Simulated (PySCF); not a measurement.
Relaxation of quartet CrOBr

These are results of UB3LYP/[Cr def2-SVP, O def2-SVP, Br def2-SVP], no relativity, density fitting, PySCF, not measurements. A (50,194) grid was used.

A hand-made linear start, of C∞v symmetry, held to at least that symmetry:

```xyz
3
charge 0 multiplicity 4, angstrom
Cr    0.0000    0.0000   -1.0853
O     0.0000    0.0000   -2.7653
Br    0.0000    0.0000    1.2747
```

At each step, columns x, y, z (Å) and Fx, Fy, Fz (eV/Å):

```
step 0  E − E(last) = 10.41 kJ/mol
Cr   0.000   0.000  -1.085   0.000   0.000  -2.073
O    0.000   0.000  -2.765   0.000   0.000   2.287
Br   0.000   0.000   1.275   0.000   0.000  -0.214
step 1  E − E(last) = 0.61 kJ/mol
Cr   0.000   0.000  -1.104   0.000   0.000  -0.560
O    0.000   0.000  -2.719   0.000   0.000   0.653
Br   0.000   0.000   1.247   0.000   0.000  -0.093
step 2  E − E(last) = 0.12 kJ/mol
Cr   0.000   0.000  -1.111   0.000   0.000   0.321
O    0.000   0.000  -2.700   0.000   0.000  -0.314
Br   0.000   0.000   1.235   0.000   0.000  -0.007
step 3  E − E(last) = 0.00 kJ/mol
Cr   0.000   0.000  -1.108   0.000   0.000  -0.006
O    0.000   0.000  -2.706   0.000   0.000   0.019
Br   0.000   0.000   1.238   0.000   0.000  -0.014
step 4  E − E(last) = 0.00 kJ/mol
Cr   0.000   0.000  -1.108   0.000   0.000   0.005
O    0.000   0.000  -2.705   0.000   0.000  -0.001
Br   0.000   0.000   1.237   0.000   0.000  -0.005
```

It ends at C∞v with Cr–Br 2.345 Å, Cr–O 1.597 Å; Br–Cr–O 180.0°. A frequency run shows 2 imaginary modes (one degenerate set), down to 152i cm⁻¹, so it is a higher-order saddle point. Other isomers or separated fragments may lie lower.

Open d and f shells are described by one determinant, and the ground state may have another occupation or spin.
